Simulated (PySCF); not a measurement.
29Si chemical shifts

Theory: GFN2-xTB geometry, shielding tensors at PBE0/pcSseg-1 (GIAO), in PySCF 2.14.0 with density-fitted response routines (equivalent nuclei averaged, one conformer, no solvent model, non-relativistic Hamiltonian).

Shieldings were converted by a linear fit to measured shifts: 29Si: δ = 279.94 − 0.822σ (rms 8.9 ppm, 72 shifts, 25.8 ppm with the 6 outliers that the fit left out vs TMS, solution or neat liquid). Occasional misses reach two or three times the rms, and more in compound classes unlike the fitted ones.

Give the 29Si shifts of `N#CCC(=O)[Si@@H](N)[SiH3]`, `C=N[Si]([SiH3])([SiH3])C(C)=O`, `C[Si@]([SiH3])(C#N)C(N)=O`, `N#CCCO[SiH]([SiH3])[SiH3]`, `O[SiH2]C/C=C(/F)[SiH3]`, `N#CCC(F)(F)[SiH2][SiH2]N`.

## Answers


```csv
compound,environment,δ (ppm)
[N:1]#[C:2][CH2:3][C:4](=[O:5])[Si@@H:6]([NH2:7])[SiH3:8],"Si6: silicon bonded to C, N, Si, H",-47.2
[N:1]#[C:2][CH2:3][C:4](=[O:5])[Si@@H:6]([NH2:7])[SiH3:8],"Si8: silicon bonded to Si, 3 H",-100.2
[CH2:1]=[N:2][Si:3]([SiH3:4])([SiH3:5])[C:6]([CH3:7])=[O:8],"Si3: silicon bonded to C, N, 2 Si",-42.6
[CH2:1]=[N:2][Si:3]([SiH3:4])([SiH3:5])[C:6]([CH3:7])=[O:8],"Si4/5: silicon bonded to Si, 3 H (×2)",-102.5
[CH3:1][Si@:2]([SiH3:3])([C:4]#[N:5])[C:6]([NH2:7])=[O:8],"Si2: silicon bonded to 3 C, Si",-57.1
[CH3:1][Si@:2]([SiH3:3])([C:4]#[N:5])[C:6]([NH2:7])=[O:8],"Si3: silicon bonded to Si, 3 H",-99.3
[N:1]#[C:2][CH2:3][CH2:4][O:5][SiH:6]([SiH3:7])[SiH3:8],"Si6: silicon bonded to O, 2 Si, H",-13.0
[N:1]#[C:2][CH2:3][CH2:4][O:5][SiH:6]([SiH3:7])[SiH3:8],"Si7/8: silicon bonded to Si, 3 H (×2)",-104.2
[OH:1][SiH2:2][CH2:3]/[CH:4]=[C:5](/[F:6])[SiH3:7],"Si2: silicon bonded to C, O, 2 H",-29.4
[OH:1][SiH2:2][CH2:3]/[CH:4]=[C:5](/[F:6])[SiH3:7],"Si7: silicon bonded to C, 3 H",-77.1
[N:1]#[C:2][CH2:3][C:4]([F:5])([F:6])[SiH2:7][SiH2:8][NH2:9],"Si8: silicon bonded to N, Si, 2 H",-53.5
[N:1]#[C:2][CH2:3][C:4]([F:5])([F:6])[SiH2:7][SiH2:8][NH2:9],"Si7: silicon bonded to C, Si, 2 H",-65.5
```
